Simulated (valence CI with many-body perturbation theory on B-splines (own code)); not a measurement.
# Os LXX: electric-dipole lines

Method: valence CI with perturbative core correlation (CI+MBPT): five valence electrons over a frozen Dirac-Fock core [He], radial functions for each j: 9 s, 9 p, 8 d, 6 f, 3 g, 1 h, with the one-electron correlation potential Σ1 (screened to all orders), the two-electron term Σ2, the three-electron term Σ3, Breit, model QED; selected single and double excitations, second order for the rest (own B-spline code, finite nucleus).

The last digits are not significant, and no measured levels were compared; by estimate large intervals hold to a few tenths of a per cent, small ones and those within an open d or f shell to about a per cent. Among the levels kept, up to 1200 cm⁻¹ of a level comes from second order outside the variational space, and about a tenth of that is noise between levels of different J, which matters for small intervals.

Lines 101 to 150 of 262 in falling wavelength, among levels below 12040 eV, chosen from the strongest by gf and those to the six lowest levels. Wavelengths and rates use the calculated energies. Electric multipoles are in the length gauge, E1 and E2 with the static RPA response of the core. Weak lines are less certain than strong ones. Lines between different terms over intervals too small for the method are left out, as are lines whose strength nearly cancels. The highest levels of a list are the least certain.

Levels are named by their leading jj configuration (3d3/2^4 stands for four electrons in 3d with j = 3/2), which in mixed levels can hold well under half, so a name can repeat and another be missing. Letters in brackets count levels of one name in rising energy.

```
λ vac (nm)                               Upper                         Lower   A (s⁻¹)  S (a.u.)
    0.6191               (2p1/2 2p3/2^4) J=1/2  (2s 2p1/2 2p3/2^3) J=3/2 [b]  3.39e+13  7.93e-03
    0.6190        (2s 2p1/2 2p3/2^3) J=3/2 [b]    (2s^2 2p1/2 2p3/2^2) J=1/2  7.70e+12  3.61e-03
    0.6184            (2s 2p1/2 2p3/2^3) J=5/2    (2s^2 2p1/2 2p3/2^2) J=3/2  7.60e+11  5.32e-04
    0.6178             (2p1/2^2 2p3/2^3) J=3/2    (2s 2p1/2^2 2p3/2^2) J=3/2  2.46e+13  1.15e-02
    0.6176         (2s 2p1/2^2 2p3/2 3s) J=1/2       (2s^2 2p1/2^2 3s) J=1/2  1.66e+13  3.86e-03
    0.6174             (2p1/2^2 2p3/2^3) J=3/2    (2s 2p1/2^2 2p3/2^2) J=1/2  5.75e+12  2.67e-03
    0.6174      (2s 2p1/2^2 2p3/2 3p1/2) J=1/2    (2s^2 2p1/2^2 3p1/2) J=1/2  1.69e+13  3.92e-03
    0.6173  (2s 2p1/2^2 2p3/2 3d3/2) J=5/2 [b]    (2s^2 2p1/2^2 3d3/2) J=3/2  1.45e+13  1.01e-02
    0.6169  (2s 2p1/2^2 2p3/2 3p1/2) J=3/2 [b]    (2s^2 2p1/2^2 3p1/2) J=1/2  1.63e+13  7.57e-03
    0.6167               (2p1/2 2p3/2^4) J=1/2      (2s 2p1/2 2p3/2^3) J=1/2  1.61e+13  3.72e-03
    0.6166                  (2s 2p3/2^4) J=1/2          (2s^2 2p3/2^3) J=3/2  2.64e+13  6.10e-03
    0.6146     (2s 2p1/2^2 2p3/2 3s) J=3/2 [b]       (2s^2 2p1/2^2 3s) J=1/2  1.54e+13  7.05e-03
    0.6145  (2s 2p1/2^2 2p3/2 3p3/2) J=3/2 [b]    (2s^2 2p1/2^2 3p3/2) J=3/2  1.60e+13  7.35e-03
    0.6144  (2s 2p1/2^2 2p3/2 3d3/2) J=1/2 [b]    (2s^2 2p1/2^2 3d3/2) J=3/2  1.70e+13  3.90e-03
    0.6129  (2s 2p1/2^2 2p3/2 3p3/2) J=1/2 [b]    (2s^2 2p1/2^2 3p3/2) J=3/2  1.57e+13  3.57e-03
    0.6065          (2s 2p1/2^2 2p3/2^2) J=1/2    (2s^2 2p1/2^2 2p3/2) J=3/2  1.38e+13  3.04e-03
    0.6061          (2s 2p1/2^2 2p3/2^2) J=3/2    (2s^2 2p1/2^2 2p3/2) J=3/2  2.58e+13  1.13e-02
    0.6024        (2s 2p1/2 2p3/2^3) J=3/2 [b]    (2s^2 2p1/2 2p3/2^2) J=5/2  2.23e+13  9.64e-03
    0.5980            (2s 2p1/2 2p3/2^3) J=1/2    (2s^2 2p1/2 2p3/2^2) J=3/2  2.29e+13  4.83e-03
    0.5957        (2s 2p1/2 2p3/2^3) J=3/2 [b]    (2s^2 2p1/2 2p3/2^2) J=3/2  9.96e+11  4.16e-04
    0.5852             (2p1/2^2 2p3/2^3) J=3/2    (2s 2p1/2^2 2p3/2^2) J=5/2  7.02e+12  2.78e-03
    0.3507        (2s 2p1/2 2p3/2^3) J=3/2 [a]    (2s^2 2p1/2^2 2p3/2) J=3/2  2.42e+10  2.06e-06
    0.3466            (2s 2p1/2 2p3/2^3) J=5/2    (2s^2 2p1/2^2 2p3/2) J=3/2  2.60e+09  3.21e-07
    0.3401            (2s 2p1/2 2p3/2^3) J=1/2    (2s^2 2p1/2^2 2p3/2) J=3/2  1.05e+11  4.08e-06
    0.3393        (2s 2p1/2 2p3/2^3) J=3/2 [b]    (2s^2 2p1/2^2 2p3/2) J=3/2  5.99e+10  4.62e-06
    0.3383                  (2s 2p3/2^4) J=1/2    (2s^2 2p1/2 2p3/2^2) J=3/2  1.39e+11  5.32e-06
    0.1685          (2s^2 2p1/2^2 3p1/2) J=1/2    (2s 2p1/2^2 2p3/2^2) J=1/2  8.44e+10  3.98e-07
    0.1622             (2s^2 2p1/2^2 3s) J=1/2    (2s^2 2p1/2 2p3/2^2) J=1/2  2.14e+10  9.02e-08
    0.1581          (2s^2 2p1/2^2 3p3/2) J=3/2    (2s 2p1/2^2 2p3/2^2) J=1/2  2.46e+10  1.92e-07
    0.1560          (2s^2 2p1/2^2 3p3/2) J=3/2    (2s 2p1/2^2 2p3/2^2) J=5/2  1.29e+11  9.64e-07
    0.1489          (2s^2 2p1/2^2 3d3/2) J=3/2    (2s^2 2p1/2 2p3/2^2) J=1/2  4.02e+10  2.62e-07
    0.1479          (2s^2 2p1/2^2 3d3/2) J=3/2    (2s^2 2p1/2 2p3/2^2) J=5/2  4.03e+09  2.58e-08
    0.1475          (2s^2 2p1/2^2 3d3/2) J=3/2    (2s^2 2p1/2 2p3/2^2) J=3/2  9.27e+10  5.88e-07
    0.1456          (2s^2 2p1/2^2 3d5/2) J=5/2    (2s^2 2p1/2 2p3/2^2) J=5/2  1.04e+10  9.55e-08
    0.1452          (2s^2 2p1/2^2 3d5/2) J=5/2    (2s^2 2p1/2 2p3/2^2) J=3/2  6.53e+09  5.92e-08
    0.1385  (2s^2 2p1/2 2p3/2 3p1/2) J=3/2 [a]    (2s 2p1/2^2 2p3/2^2) J=1/2  6.32e+10  3.31e-07
    0.1376  (2s^2 2p1/2 2p3/2 3p1/2) J=3/2 [b]    (2s 2p1/2^2 2p3/2^2) J=1/2  6.18e+11  3.18e-06
    0.1368  (2s^2 2p1/2 2p3/2 3p1/2) J=3/2 [a]    (2s 2p1/2^2 2p3/2^2) J=5/2  1.46e+10  7.38e-08
    0.1366      (2s^2 2p1/2 2p3/2 3p1/2) J=5/2    (2s 2p1/2^2 2p3/2^2) J=5/2  2.31e+11  1.75e-06
    0.1359  (2s^2 2p1/2 2p3/2 3p1/2) J=3/2 [b]    (2s 2p1/2^2 2p3/2^2) J=5/2  7.67e+11  3.80e-06
    0.1349     (2s 2p1/2^2 2p3/2 3s) J=3/2 [a]    (2s 2p1/2^2 2p3/2^2) J=1/2  8.55e+13  4.15e-04
    0.1343     (2s^2 2p1/2 2p3/2 3s) J=3/2 [a]    (2s^2 2p1/2 2p3/2^2) J=1/2  8.47e+11  4.05e-06
    0.1341         (2s^2 2p1/2 2p3/2 3s) J=1/2    (2s^2 2p1/2 2p3/2^2) J=1/2  9.00e+13  2.14e-04
    0.1339         (2s 2p1/2^2 2p3/2 3s) J=1/2    (2s 2p1/2^2 2p3/2^2) J=3/2  2.11e+14  5.00e-04
    0.1339         (2s 2p1/2^2 2p3/2 3s) J=1/2    (2s 2p1/2^2 2p3/2^2) J=1/2  9.38e+13  2.22e-04
    0.1339     (2s^2 2p1/2 2p3/2 3s) J=3/2 [b]    (2s^2 2p1/2 2p3/2^2) J=1/2  8.89e+13  4.21e-04
    0.1338     (2s 2p1/2^2 2p3/2 3s) J=3/2 [b]    (2s 2p1/2^2 2p3/2^2) J=3/2  1.14e+14  5.37e-04
    0.1338     (2s 2p1/2^2 2p3/2 3s) J=3/2 [b]    (2s 2p1/2^2 2p3/2^2) J=1/2  1.51e+11  7.14e-07
    0.1338         (2s 2p1/2^2 2p3/2 3s) J=5/2    (2s 2p1/2^2 2p3/2^2) J=5/2  1.22e+14  8.66e-04
    0.1335     (2s^2 2p1/2 2p3/2 3s) J=3/2 [a]    (2s^2 2p1/2 2p3/2^2) J=5/2  2.52e+13  1.19e-04
```
